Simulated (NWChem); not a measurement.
# BH₃O; SMILES BO

```xyz
5

B      0.0177     0.6993     0.0000
H      1.0496     1.3042     0.0000
H     -1.0524     1.2465     0.0000
O      0.1014    -0.6457     0.0000
H     -0.7540    -1.0829     0.0000
```
Atoms are numbered in this order, from 1.

Level: PBE0-D3(BJ)/def2-TZVP (NWChem), optimised geometry, unscaled harmonic frequencies. 

| frequency (cm⁻¹) | IR intensity (km/mol) |
|---|---|
| 783 | 88.8 |
| 884 | 55.2 |
| 1050 | 52.7 |
| 1171 | 101.4 |
| 1182 | 13.9 |
| 1380 | 145.1 |
| 2553 | 100.3 |
| 2653 | 168.7 |
| 3875 | 69.5 |

* **zero-point energy**: 22.2 kcal/mol
* **thermal correction to the enthalpy at 298.15 K (with zero-point energy)**: 24.7 kcal/mol
* **heat capacity Cv**: 8.0 cal/(mol K)
* **entropy at 298.15 K and 1 atm (symmetry number 1)**: 55.1 cal/(mol K)
* **dipole moment**: 1.61 D

Rigid rotor and harmonic oscillator.
